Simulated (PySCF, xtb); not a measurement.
Ge(H)3(iBu) (C4H12Ge), SMILES CC(C)[CH2][GeH3].

xtb with GFN2-xTB at its own geometry gives an orbital gap of 8.03 eV and a dipole moment of 1.31 D.

Coordinates come from a B3LYP-D3(BJ)/def2-SVP optimisation. The isomer is the one that the SMILES or the coordinates give; other isomers of the formula were not compared. The values are those of a single conformer.

**Question.** What does r2SCAN/def2-TZVP (PySCF) give? (An estimate is asked for; the answer gives what the named calculation found.)

**Answer.** gap 7.67 eV (levels -7.15 and 0.52 eV), dipole 1.02 D.
